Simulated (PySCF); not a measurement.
# TDDFT excited states: Cl3H3InN

Compound: In(NH3)Cl3.
SMILES: `[NH3]->[In]([Cl])([Cl])[Cl]`

Method used: TDDFT wB97X-D/def2-SVPD, vertical, gas phase, core orbitals frozen in the response, def2 core potentials past Kr in PySCF 2.14.0, density-fitted response routines. Geometry: PBE0-D3(BJ)/def2-SVP; no solvent, vibrations or thermal averaging. Spin–orbit coupling is left out.

| state | E (eV) | E (hartree) | f | \|μ\| (D) | main configurations (H = HOMO, L = LUMO) |
| --- | --- | --- | --- | --- | --- |
| S1 | 5.77 | 0.2122 | 0.0001 | 0.07 | H→L (91%) |
| S2 | 5.95 | 0.2187 | 0.0050 | 0.47 | H-3→L (53%), H-4→L (19%), H-1→L (16%) |
| S3 | 5.95 | 0.2187 | 0.0048 | 0.46 | H-4→L (57%), H-3→L (18%), H-2→L (12%) |
| S4 | 6.00 | 0.2205 | 0.087 | 1.96 | H-1→L (66%), H-3→L (21%) |
| S5 | 6.03 | 0.2215 | 0.090 | 1.98 | H-2→L (72%), H-4→L (16%) |
| S6 | 6.17 | 0.2268 | 0.076 | 1.80 | H-5→L (92%) |
| S7 | 7.52 | 0.2763 | 0.195 | 2.62 | H-6→L (76%) |
| S8 | 7.54 | 0.2772 | 0.212 | 2.72 | H-7→L (75%) |
| S9 | 7.87 | 0.2891 | 0.0001 | 0.07 | H→L+1 (80%) |
| S10 | 7.99 | 0.2935 | 0.0049 | 0.40 | H-1→L+1 (66%), H-3→L+1 (13%) |

Triplets (Tamm–Dancoff): T1 5.46 eV, H→L (89%); T2 5.50 eV, H-1→L (87%); T3 5.52 eV, H-2→L (89%); T4 5.66 eV, H-4→L (63%), H-3→L (26%).

The lowest singlet comes at 215 nm (557 kJ/mol) in the ultraviolet; it is dark (f under 0.0005); its leading configuration is HOMO→LUMO (91%). The strongest level in the table is S8 at 7.54 eV (164 nm, f = 0.212). S2/S3 lie within about 0.01 eV of each other. Löwdin shares by element: HOMO chlorine 100%; LUMO chlorine 51%, indium 40%. The listed states span 2.21 eV, and the widest gap between neighbours is 1.35 eV (S6 to S7). Weighted by f, the mean energy of these states is 6.96 eV. Orbitals of the list HOMO-3 to LUMO+2 that lie within 0.01 eV of each other are written together with a slash and their weights summed (≥ marks a lower bound); for degenerate orbitals outside that list single weights are arbitrary. The window holds the lowest 10 singlets.

The run took 16 s of wall time on x86-64 server, one thread, no GPU (shared host).
